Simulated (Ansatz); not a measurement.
Isolated molecules relaxed with PBE0-D4/def2-TZVP in Ansatz; ΔE leaves out vibrations. CCSD(T)/CBS is the MP2 limit (def2-TZVPP, def2-QZVPP) plus CCSD(T) − MP2 in def2-TZVPP, frozen cores. Functionals use def2-TZVPP. B3LYP here is the variant with VWN-RPA as its local correlation; programs differ in this. def2 core potentials past Kr. For I outer-core shells are correlated without core-valence functions, which leaves a few kJ/mol of doubt a bond. Each species was taken in one conformer, which may not be the lowest.

`BB(C)OC` + `ClC[SiH](Cl)I` → `BB(C)CCl` + `CO[SiH](Cl)I`  (redistribution)

```
             level  ΔE (kJ/mol)  difference from CCSD(T)/CBS
            PBE-D4         21.1                          4.1
         r2SCAN-D4         12.4                         -4.6
           PBE0-D4         18.7                          1.7
          B3LYP-D4         15.9                         -1.1
           ωB97X-V         15.3                         -1.7
           ωB97M-V         15.6                         -1.4
            B2PLYP         15.9                         -1.1
               PBE         20.7                          3.7
            r2SCAN         12.4                         -4.6
              PBE0         18.3                          1.3
             B3LYP         15.2                         -1.8
     HF/def2-TZVPP          7.3                         -9.7
    MP2/def2-TZVPP         18.1                          1.1
SCS-MP2/def2-TZVPP         17.5                          0.5
   CCSD/def2-TZVPP         16.7                         -0.3
CCSD(T)/def2-TZVPP         18.8                          1.8
     HF/def2-QZVPP          6.5                        -10.5
    MP2/def2-QZVPP         16.8                         -0.2
SCS-MP2/def2-QZVPP         16.3                         -0.7
      HF/CBS(def2)          6.4                        -10.6
     MP2/CBS(def2)         16.3                         -0.7
    CCSD/CBS(def2)         14.9                         -2.1
       CCSD(T)/CBS         17.0                            0
```

Largest T1 diagnostic among the species: 0.013.

In def2-TZVPP, CCSD(T) changes the Hartree–Fock value by +11.5 kJ/mol (the triples alone add +2.0 kJ/mol) and MP2 by +10.8 kJ/mol.
